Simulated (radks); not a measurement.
Fractional charge and spin in the 1s shell of lithium: the spin-up occupation runs from 0 to 1 and the spin-down occupation from 0 to 1; the fullest corner is Li+, 1s(up 1, down 1). All-electron calculation, non-relativistic Kohn-Sham, LDA (Slater exchange, Perdew-Wang correlation), spin-polarised, spherical densities, point nucleus. Program: a radial shooting solver on a logarithmic mesh with Libxc functionals. Energy (eV) above the fullest corner. The planes named below are the two flat planes that join the four corners, with an edge along up + down = one added electron.

| down \ up | 0 | 0.5 | 1 |
|---|---|---|---|
| 0 | 194.349 | 130.363 | 74.561 |
| 0.5 | 130.363 | 78.131 | 33.725 |
| 1 | 74.561 | 33.725 | 0.000 |

Corners above the fullest one (they belong to Li2+ and the next ion): (up 1, down 0) 74.561 eV, (up 0, down 1) 74.561 eV, (up 0, down 0) 194.35 eV. With half an added electron in each spin the energy lies 3.570 eV from the planes (fractional-spin error, the static-correlation error of a stretched bond), and with half an added electron in spin up alone -4.092 eV (fractional-charge error). For a frontier s shell over closed shells the exact functional lies on the planes.
